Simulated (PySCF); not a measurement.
C₈H₆N₂.
SMILES: `N#CCC#Cn1cccc1`

The closed-shell SCF was solved with PySCF and density fitting under several settings on one GFN2-xTB geometry (grid level 2 and gas phase unless stated).

```json
{"settings": "PBE0/pcSseg-1", "basis functions": "200", "SCF cycles": "15", "E (Eh)": "-417.3085", "HOMO (eV)": "-6.74", "LUMO (eV)": "-0.35", "dipole (D)": "3.52"}
{"settings": "PBE0/def2-SVPD", "basis functions": "248", "SCF cycles": "15", "E (Eh)": "-417.0728", "HOMO (eV)": "-6.75", "LUMO (eV)": "-0.40", "dipole (D)": "3.58"}
{"settings": "PW91/pcseg-1", "basis functions": "170", "SCF cycles": "17", "E (Eh)": "-417.6168", "HOMO (eV)": "-5.75", "LUMO (eV)": "-1.32", "dipole (D)": "3.41"}
{"settings": "OLYP/3-21G, damping 0.2 at the start, DIIS from the seventh cycle, energy threshold 1e-06 Eh", "basis functions": "102", "SCF cycles": "31", "E (Eh)": "-415.4014", "HOMO (eV)": "-5.24", "LUMO (eV)": "-0.62", "dipole (D)": "3.11"}
{"settings": "OLYP/IGLO-II", "basis functions": "256", "SCF cycles": "18", "E (Eh)": "-417.8136", "HOMO (eV)": "-5.46", "LUMO (eV)": "-1.02", "dipole (D)": "3.39"}
```

Q: Estimate the rows for these settings: (1) KT2/6-31G-J; (2) PBE/3-21G, energy threshold 1e-08 Eh; (3) OPBE/MINI, grid level 3, fitting basis def2-universal-jkfit.

A: 
```
                                                   settings  basis functions  SCF cycles     E (Eh)  HOMO (eV)  LUMO (eV)  dipole (D)
                                                KT2/6-31G-J              144          17  -425.2310      -5.42      -0.87        3.35
                       PBE/3-21G, energy threshold 1e-08 Eh              102          11  -415.0341      -5.38      -0.78        3.11
OPBE/MINI, grid level 3, fitting basis def2-universal-jkfit               56          11  -414.3317      -8.11      -3.45        2.75
```

Q: Over all rows, what range does the HOMO–LUMO gap span?

A: From 4.43 eV (PW91/pcseg-1) to 6.39 eV (PBE0/pcSseg-1). The functional of the narrowest has no exact exchange, that of the widest 25 % exact exchange.

Q: Compare two rows with the functional PBE0: PBE0/pcSseg-1 and PBE0/def2-SVPD. Which energy is lower, and by how much?

A: PBE0/pcSseg-1 (200 functions) lies 0.2357 Eh or 148 kcal/mol below PBE0/def2-SVPD (248 functions). The smaller set gives the lower energy; the two sets aren't nested, so the variational bound doesn't order them by size.

Cycle counts include a coarse-grid stage where the run had one. KT2 was designed for NMR shieldings or shifts; total energies of different functionals aren't comparable.
